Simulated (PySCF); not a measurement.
Molecule: C₂H₇BOS, SMILES SB(OC)C. Atoms near the plane z = 0.0 Å, at the PBE0/def2-SVP optimised geometry (x, y, z in Å): B1 (0.3, 0.0, 0.0), C2 (1.8, 0.0, 0.0), H3 (2.2, 1.0, 0.0), H4 (2.2, -0.5, -0.9), H5 (2.2, -0.5, 0.9), O6 (-0.4, 1.2, 0.0), C7 (-1.8, 1.3, 0.0), H8 (-2.2, 0.8, 0.9), H9 (-2.1, 2.4, 0.0), H10 (-2.2, 0.8, -0.9), S11 (-0.7, -1.5, 0.0), H12 (0.3, -2.4, 0.0).

Calculation: PBE0/def2-TZVP run with PySCF 2.14.0. Cells within 0.4 Å of a nucleus heavier than hydrogen are left out (blank, or x). The values are rescaled to run from 0 to 1.

```
|11111111111111111111111111111|
|11111111111111111111111111111|
|11111111111111111111111111111|
|11111111111111111111111111111|
|11111110011111111111111111111|
|11111100001111111111111111111|
|11111102310011111111111111111|
|11111116931001111111111111111|
|11111015940012211111101111111|
|11110001xx1218411110000011111|
|11110000xx35xx310001120011111|
|11111012xx23xx310012592111111|
|11111112100127720123773111111|
|111111110000145x355xx41111111|
|11111111000001xxx77xx20011111|
|111111110000134x4543x21111111|
|11111111100025421110121111111|
|11111111100024311000111111111|
|11111111111xx1110000011111111|
|11111111123xx1111001111111111|
|11111111122112531011111111111|
|11111111111003661011111111111|
|11111111111012320011111111111|
|11111111111111100011111111111|
|11111111111111100111111111111|
|11111111111111111111111111111|
|11111111111111111111111111111|
|11111111111111111111111111111|
|11111111111111111111111111111|
```
Scale: ten equal steps from 0.000 (start of '0') to 1.00 (end of '9'), in the order '0123456789'; x runs from -4.50 to 4.50, y from -4.50 (bottom) to 4.50 (top).

Question: Which quantity is mapped?
(A) an orbital amplitude
(B) electrostatic potential
(C) electron localisation function
(D) deformation density (molecule minus spherical neutral atoms)

Answer: D, deformation density (molecule minus spherical neutral atoms). In full: deformation density (molecule minus spherical neutral atoms) (e/bohr³).
